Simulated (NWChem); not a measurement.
Species: C₂H₃ClF₂Si; SMILES F[Si@@H](Cl)C(=C)F

```xyz
9

C     -0.6595    -2.1128     0.8227
C      0.1268    -1.3400     0.0758
F      1.3393    -1.7622    -0.3163
Si    -0.3335     0.3704    -0.5226
F     -1.8248     0.6513     0.0392
Cl     0.9432     1.7664     0.2629
H     -1.6417    -1.7468     1.1263
H     -0.3397    -3.1090     1.1414
H     -0.3374     0.5058    -1.9957
```
Atoms are numbered in this order, from 1.

Results from NWChem. Pople sets run with spherical d functions. All runs use the structure optimised with PBE0/def2-SVP. GIAO values for the isolated, static molecule; σ is the absolute isotropic shielding, δ = σ(reference) − σ with the isolated reference molecule computed at the same levels (13C: tetramethylsilane, 19F: trichlorofluoromethane, 1H: tetramethylsilane, 29Si: tetramethylsilane).

Predict the results for Hartree-Fock/6-31G*. Quantities: δ C2 (ppm); δ F3 (ppm); δ Si4 (ppm); δ F5 (ppm); σ Cl6 (ppm); δ H8 (ppm); δ H9 (ppm).


```yaml
"δ C2 (ppm)": 157.0
"δ F3 (ppm)": -95.7
"δ Si4 (ppm)": -6.5
"δ F5 (ppm)": -109.6
"σ Cl6 (ppm)": 971.1
"δ H8 (ppm)": 5.80
"δ H9 (ppm)": 5.44
```
